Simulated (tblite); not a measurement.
`[N]=C/C=C\S[SiH3]` [radical] (doublet state). The geometry is computed with GFN2-xTB (gas phase). This method treats the open shell by occupation alone, without spin polarisation.

```
atom  x, y, z in Å
N1     3.7710    0.3582   -0.3068
C2     2.5768    0.0884   -0.2404
C3     1.4555    0.9967   -0.0258
C4     0.1868    0.5866    0.0285
S5    -0.3206   -1.0783   -0.1448
Si6   -2.4634   -0.8624    0.0637
H7     2.2308   -0.9556   -0.3485
H8     1.6994    2.0423    0.0889
H9    -0.6126    1.2940    0.1900
H10   -2.6963   -0.2749    1.3781
H11   -2.8971    0.0331   -1.0027
H12   -2.9293   -2.2286   -0.0740
```

**Question.** Which two atoms are farthest apart?

**Answer.** N1···H12, 7.19 Å; the next longest distance is 6.71 Å.

**Question.** Work out the bond lengths C2–H7, C3=C4, C3–H8, C4–S5, S5–Si6, Si6–H10, Si6–H11 in Å.

**Answer.** For C2–H7 the difference vector is (-0.3460, -1.0440, -0.1081) Å, of length 1.1051 Å. C2–H7 1.105; C3=C4 1.334; C3–H8 1.080; C4–S5 1.749; S5–Si6 2.164; Si6–H10 1.458; Si6–H11 1.459 Å.

**Question.** What is the repulsion energy of the bare nuclei, Σ ZA·ZB/RAB?

**Answer.** 312.52 Eh over 66 pairs, with full nuclear charges and distances in bohr; the largest single term is 54.78 Eh (S5 with Si6).

**Question.** Where is the centre of mass (commonest isotopes), and what is the radius of gyration?

**Answer.** Mass 115.999 u; centre at (0.164, -0.290, -0.084) Å; Rg = √(Σ m r²/M) = 2.256 Å. As Ia + Ib + Ic = 2 Σ m r², the three principal moments sum to 1181.0 u·Å².

**Question.** How far apart are these pairs, which share no bond: C2···S5, C2···H8, C3···H7, C3···H11, S5···H10, Si6···H8, H7···H11?

**Answer.** C2···S5 3.125 Å (3 bonds apart); C2···H8 2.167 Å (2 bonds apart); C3···H7 2.125 Å (2 bonds apart); C3···H11 4.564 Å (4 bonds apart); S5···H10 2.934 Å (2 bonds apart); Si6···H8 5.076 Å (4 bonds apart); H7···H11 5.263 Å (6 bonds apart).

**Question.** How far are the heavy atoms from their best plane (unweighted least squares)?

**Answer.** 0.001 Å rms; none is more than 0.001 Å off.

**Question.** What are the angles N1–C2–H7, C2–C3–H8, C3–C4–S5, S5–Si6–H11, H10–Si6–H11, S5–Si6–H12, H11–Si6–H12?

**Answer.** From the scalar product of the two bond vectors; for N1–C2–H7 it is -0.6877 Å² over 1.2261 × 1.1051 Å², cos θ = -0.5075. N1–C2–H7 120.5°; C2–C3–H8 116.4°; C3–C4–S5 124.4°; S5–Si6–H11 106.6°; H10–Si6–H11 111.4°; S5–Si6–H12 102.4°; H11–Si6–H12 114.4°.

**Question.** Write the matrix of distances between heavy atoms (Å, lower triangle).

**Answer.** 
```
N1    0.000
C2    1.226  0.000
C3    2.418  1.459  0.000
C4    3.607  2.456  1.334  0.000
S5    4.339  3.125  2.734  1.749  0.000
Si6   6.364  5.138  4.338  3.021  2.164  0.000
```

The point group is Cs within 0.08 Å; differences among equivalent distances and angles are scatter left by the optimiser. Its GFN2-xTB frequencies are all real (lowest 24 cm⁻¹).

Hardware: one thread, Arm Neoverse V1 (aarch64), shared host. Cost: 0.2 s of wall time. That covers the optimisation of the geometry.

One conformer stands for the species.
